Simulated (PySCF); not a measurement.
Species: C5H11O (charge -1, singlet). It need not be the lowest isomer of its formula. Whether it binds its extra electron was not tested at this geometry. 
Structure (B3LYP-D3(BJ)/def2-TZVP (Ansatz) minimum search):
```xyz
17

C      2.5347     0.0016    -0.2478
C      1.2036     0.7320    -0.3736
C      0.0115    -0.2260    -0.0644
C     -1.3153     0.5715    -0.2601
C     -2.5264    -0.3209    -0.0196
O      0.1023    -0.8055     1.1296
H      2.6387    -0.7521    -1.0369
H      2.5402    -0.5189     0.7122
H      3.3992     0.6731    -0.3080
H      1.0993     1.1788    -1.3747
H      1.1640     1.5468     0.3616
H      0.0187    -0.9606    -0.9431
H     -1.3135     1.3889     0.4733
H     -1.3585     1.0222    -1.2638
H     -2.3798    -0.8325     0.9340
H     -3.4709     0.2353     0.0018
H     -2.6044    -1.0862    -0.8005
```
Charge -1, spin multiplicity 1.

Dispersion corrections to the total energy (kcal/mol) from the dftd3 and dftd4 libraries through PySCF: D3(BJ) without and D4 with the three-body term, each with the damping fitted for the functional named.

| functional | D3(BJ) | D4 |
|---|---|---|
| TPSSh | -8.95 | -10.39 |
| B3LYP | -13.17 | -13.28 |
| r2SCAN | -2.29 | [?] |
| PW6B95 | -3.57 | -7.10 |
| BP86 | -11.66 | [?] |
| HF | -58.77 | -31.70 |
| BLYP | -16.24 | [?] |

Some entries are withheld; supply them.


- r2SCAN, D4: -2.27
- BP86, D4: -10.86
- BLYP, D4: -18.78
